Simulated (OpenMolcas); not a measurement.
**Ti2+: moving the ligands**

Ti2+ with 6 ligands (bromide) in octahedral coordination (Oh) at 2.77 Å. A charge of +0.667 e stands 2.8 Å behind each ligand. Ligand basis ANO-RCC-VDZP.

```yaml
Program: OpenMolcas 26.06
Method: CASSCF
Basis: ANO-RCC-VDZP [5s4p2d1f]
Scalar_Hamiltonian: DKH2, point nucleus
Active_space: 2 electrons in 5 orbitals (3d)
State_averaging: 2S+1 = 3 even, 10 roots; 2S+1 = 1 even, 15 roots
Spin-orbit_coupling: RASSI with atomic mean-field integrals over the reference wave functions
```

Runs around this geometry, states (labels of O, the rotations of Oh). Energies in cm-1 above the lowest state or level, χT in cm3 K/mol; under a threefold ground state the first gap can be a small split of the lowest multiplet, not the spin-orbit step; 10Dq and B are least-squares fits to the states below 45000 cm-1, weighted by degeneracy, with a free offset, and given where the rms deviation is under 5 % of |10Dq| (or 100 cm-1) and under 700 cm-1.

```
R (Å)  Ground state  First state of that spin  10Dq  B (rms of fit)  First gap with spin-orbit (degeneracies)  χT at 300 K  First state of another spin
 2.61           3T1                  3T2 6399  7345        801 (93)                                2.7 (2, 3)        1.118                    1T2 11188
 2.77           3T1                  3T2 4352  5119        827 (76)                                4.6 (2, 3)        1.143                    1T2 11360
 2.96           3T1                  3T2 2772  3315        845 (69)                                8.0 (2, 3)        1.168                    1T2 11363
```

Taking |10Dq| as R^-n, n = -ln(3315 / 7345) / ln(2.96 / 2.61) = 6.3 between the shortest and longest distance. The point-charge formula for a cubic d site gives n = 5.

An orbital triplet at a regular site is open to Jahn-Teller coupling, which can distort the site and quench the lowest spin-orbit gaps and is left out. Without dynamic correlation the repulsion within the d shell is too large (B by tens of per cent), so at a given field states of lower spin stand too high. Ligand-to-metal charge-transfer states are missing. With no ligand orbital active B as a rule stays too high, so bands that hang on it stand too high and its fall with covalency is understated. With metal d orbitals alone and no dynamic correlation the field as a rule comes out too small, by tens of per cent, by up to half for chloride and softer ligands. No measured value stands beside these numbers; the geometry was imposed, not optimised, and the real ion may take another.
